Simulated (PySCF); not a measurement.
A structure optimised at B3LYP-D3(BJ)/def2-SVP, used in a PySCF frequency run:

```
Ti
F 1 1.7272
F 1 1.7272 2 109.54
I 1 2.5596 2 109.59 3 120.27
I 1 2.5596 2 109.59 3 -120.27
```
Charge 0, spin multiplicity 1.

### Question
Write its SMILES, formula and point group.

### Answer
[F][Ti]([F])([I])[I], F₂I₂Ti, C2v

### Question
What are its rotational constants (standard atomic weights)?

### Answer
1.5070, 0.42951, 0.37141 GHz
